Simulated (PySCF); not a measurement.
A geometry optimisation on `[C@H]1(C[SiH2]1)CC#C`.

Computed with PBE0-D3(BJ)/def2-SVP geometry optimisation, gas phase (PySCF 2.14.0). Start geometry: GFN2-xTB. The command runs a driver script over a list of jobs; the input below is this job's line of settings and its coordinates in Å.

Command:
```bash
OMP_NUM_THREADS=1 python probes_run.py task.json out
```

Input:
```
{"job": {"xc": "PBE0", "basis": "def2-SVP", "d3": "d3bj", "grid": 1, "shake": 0.01, "kind": "geom"}, "charge": 0, "multiplicity": 1}
C      2.967110    -0.842190    -0.233500
C      1.869780    -0.706080     0.280790
C      0.554580    -0.533290     0.888300
C     -0.173910     0.587400     0.227420
C     -1.716310     0.638720     0.512850
Si    -1.303510     0.278850    -1.279100
H      3.897070    -0.929110    -0.687680
H      0.035280    -1.465530     0.816310
H      0.713700    -0.302150     1.981220
H      0.302570     1.536460     0.321100
H     -2.104070    -0.141670     1.172770
H     -2.096640     1.612660     0.820740
H     -1.479890    -1.085790    -1.741440
H     -1.472920     1.336630    -2.247470
```

Output:
```
step   0  E = -484.12971297  max force = 0.046700
step   1  E = -484.13252941  max force = 0.013027
step   2  E = -484.13467850  max force = 0.008132
step   3  E = -484.13619624  max force = 0.002535
step   4  E = -484.13642404  max force = 0.001129
step   5  E = -484.13650826  max force = 0.000578
step   6  E = -484.13653640  max force = 0.000327
step   7  E = -484.13655054  max force = 0.000304
optimisation converged
```

Energies in Eh; «max force» is the largest Cartesian gradient component in Eh/bohr.

**Question.** Give the first gradient maximum in eV/Å.

**Answer.** With 1 Eh/bohr = 51.422 eV/Å, 2.401 eV/Å.

**Question.** How much energy does the optimisation release, in kJ/mol?

**Answer.** E(step 0) − E(last step) = 0.006838 Eh, which is 18.0 kJ/mol.

Summary of the converged run: final energy -484.13655 Eh after 7 steps; dipole 0.68 D.

**Question.** Where do the atoms end?

**Answer.** 0.044 Å rms from the input after alignment:
```
atom  x, y, z in Å
C1     3.0028   -0.5936    0.6533
C2     1.8043   -0.5649    0.8239
C3     0.3598   -0.5170    1.0131
C4    -0.3238    0.5600    0.1875
C5    -1.8469    0.4726    0.0064
Si6   -0.8728    0.2753   -1.5727
H7     4.0661   -0.6183    0.5040
H8    -0.0652   -1.5065    0.7664
H9     0.1410   -0.3607    2.0859
H10    0.0480    1.5683    0.4099
H11   -2.3307   -0.4182    0.4251
H12   -2.4254    1.3846    0.1885
H13   -0.7406   -1.0889   -2.1421
H14   -0.8209    1.3917   -2.5480
```

On one thread of an Arm Neoverse V1, shared host, this took 49 s of wall time and 0.50 GiB of memory at its peak.
Labels such as C1 count atoms from 1, the log's own numbers from 0.
